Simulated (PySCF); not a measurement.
Run record: geometry optimisation, `CC(=O)Oc1ccco1`.

Method: PBE0-D3(BJ)/def2-SVP geometry optimisation, gas phase (PySCF 2.14.0). Start geometry: GFN2-xTB. The input is one job of a driver script: a line of settings, then coordinates in Å.

Input:
```
{"job": {"xc": "PBE0", "basis": "def2-SVP", "d3": "d3bj", "grid": 1, "kind": "geom"}, "charge": 0, "multiplicity": 1}
C     -2.979827    -0.247741    -0.427697
C     -1.640911    -0.326779     0.249848
O     -1.432313    -0.737397     1.356303
O     -0.685881     0.140884    -0.584085
C      0.625281     0.178211    -0.212793
C      1.311893    -0.170438     0.910814
C      2.667583     0.134973     0.623503
C      2.689264     0.637685    -0.637078
O      1.444141     0.668816    -1.157903
H     -3.748942    -0.619035     0.241819
H     -3.187996     0.784171    -0.700260
H     -2.960179    -0.840481    -1.339209
H      0.908159    -0.584760     1.809653
H      3.502408    -0.006172     1.278171
H      3.482905     0.996053    -1.260344
```

Output:
```
step   0  E = -457.06965544  max force = 0.017822
step   1  E = -457.07081316  max force = 0.005808
step   2  E = -457.07096835  max force = 0.003386
step   3  E = -457.07116077  max force = 0.002228
step   4  E = -457.07117045  max force = 0.003127
step   5  E = -457.07124860  max force = 0.001051
step   6  E = -457.07127810  max force = 0.001144
step   7  E = -457.07130229  max force = 0.001189
step   8  E = -457.07132957  max force = 0.001353
step   9  E = -457.07134349  max force = 0.000424
optimisation converged
```

Energies in Eh; «max force» is the largest Cartesian gradient component in Eh/bohr.

Problem. Give the first gradient maximum in eV/Å.

Solution. With 1 Eh/bohr = 51.422 eV/Å, 0.916 eV/Å.

Problem. How much energy does the optimisation release, in eV?

Solution. E(step 0) − E(last step) = 0.001688 Eh, which is 0.046 eV.

Summary of the converged run: final energy -457.07134 Eh after 9 steps; dipole 1.26 D.

Problem. Where do the atoms end?

Solution. 0.088 Å rms from the input after alignment:
```
atom  x, y, z in Å
C1    -2.9941   -0.2512   -0.6667
C2    -1.7137   -0.3111    0.1060
O3    -1.5854   -0.6359    1.2506
O4    -0.6784    0.0818   -0.6833
C5     0.5840    0.1288   -0.2128
C6     1.2057   -0.1296    0.9742
C7     2.5903    0.1444    0.7213
C8     2.6797    0.5393   -0.5768
O9     1.4498    0.5300   -1.1498
H10   -3.7907   -0.7286   -0.0860
H11   -3.2572    0.8007   -0.8559
H12   -2.8777   -0.7408   -1.6432
H13    0.7312   -0.4687    1.8874
H14    3.4122    0.0553    1.4284
H15    3.5007    0.8457   -1.2181
```

Time: 74 s wall. Hardware: x86-64 server, one thread, no GPU, shared host.
Labels such as C1 count atoms from 1, the log's own numbers from 0.
